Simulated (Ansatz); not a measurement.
Li₂H₂S₂⁺, that is (LiSH)2 ring with one electron fewer. Charge 1, multiplicity 2. Geometry PBE-D4/def2-TZVP; atoms count from 1.

```xyz
6

Li   -0.777   -1.350   -1.222
S     1.075    0.164   -1.051
Li    1.455    0.282    1.313
S    -0.689   -0.771    1.103
H     0.389    1.326   -1.196
H    -1.452    0.350    1.053
```

Q: Estimate the Mulliken populations from the PBE0/def2-TZVP orbitals of Ansatz.

A: 
| atom | charge (e) | spin (α − β) |
| --- | --- | --- |
| Li1 | 0.82 | -0.01 |
| S2 | -0.54 | 0.52 |
| Li3 | 0.82 | -0.01 |
| S4 | -0.54 | 0.52 |
| H5 | 0.22 | -0.01 |
| H6 | 0.22 | -0.01 |
Mulliken values and Mayer orders depend strongly on the basis.

Q: Where does the spin sit?

A: Summed by element: Li -0.02, S 1.05, H -0.03, of 1 unpaired in all. Largest on single atoms: S2 0.52, S4 0.52, H5 -0.01.
